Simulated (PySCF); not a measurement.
**Electronic structure of Se (selenium, neutral) at the UHF level**

Configuration: [Ar] 3d10 4s2 4p3 4d1, high-spin 5D determinant (an excited configuration). All numbers are calculated (PySCF 2.14, the spin-free X2C one-electron Hamiltonian (Gaussian nucleus), in x2c-QZVPPall with one added diffuse shell each of s, p, d, f type (12s9p6d5f1g, 113 functions)).

```json
{
  "Total energy": "-2427.868295 hartree",
  "One-electron energy": "-3374.6807 hartree",
  "Hartree (Coulomb) energy": "1033.6642 hartree",
  "Exchange energy": "-86.8518 hartree",
  "⟨S²⟩": "6.0010",
  "⟨L²⟩": "6.031",
  "Sum of ⟨r⟩": "26.73 bohr",
  "Sum of ⟨r²⟩": "52.07 bohr²",
  "Traceless quadrupole moment −½Σ⟨3z² − r²⟩ along its main axis": "5.76 e·bohr²",
  "Langevin diamagnetic susceptibility": "-41.2 ×10⁻⁶ cm³/mol"
}
```

```tsv
shell	electrons	mean orbital energy (eV)	spread (eV)	rms radius, mean of both spins (bohr)
1s α	1	-12741.6	0	0.0508
1s β	1	-12741.3	0	0.0508
2s α	1	-1700.3	0	0.212
2s β	1	-1700.1	0	0.212
2p α	3	-1491.2	0.002	0.189
2p β	3	-1490.9	0.021	0.189
3s α	1	-254.85	0	0.612
3s β	1	-254.27	0	0.612
3p α	3	-187.12	0.035	0.636
3p β	3	-186.31	0.055	0.636
3d α	5	-74.647	0.156	0.695
3d β	5	-74.204	0.067	0.695
4s α	1	-30.040	0	1.92
4s β	1	-21.629	0	1.92
4p α	3	-15.152	0.094	2.33
4d α	1	-1.072	0	4.48
```

The outer electron is Rydberg-like, and this basis confines it to a smaller radius and binds it less than a complete one would.

Densities and radii are taken from the X2C orbitals without a picture-change correction, which distorts them close to the nucleus.

Spin-orbit constants ζ (cm⁻¹) from the X2C one-electron operator on these orbitals: bare nucleus, nucleus screened by l(l+1)(2l+1)/3 electrons, and screened by the Breit-Pauli mean field of the electrons.

```csv
shell,bare,screened nucleus,mean field
2p,231600,218000,n/a
3p,32550,30640,n/a
3d,3901,2754,n/a
4p,2086,1964,n/a
4d,48.33,34.12,n/a
```

To first order the Landé constant is A = 8.529 cm⁻¹, so the lowest level has J = 0 and lies 0.00634 eV below the centre of the term. This holds in LS coupling only.
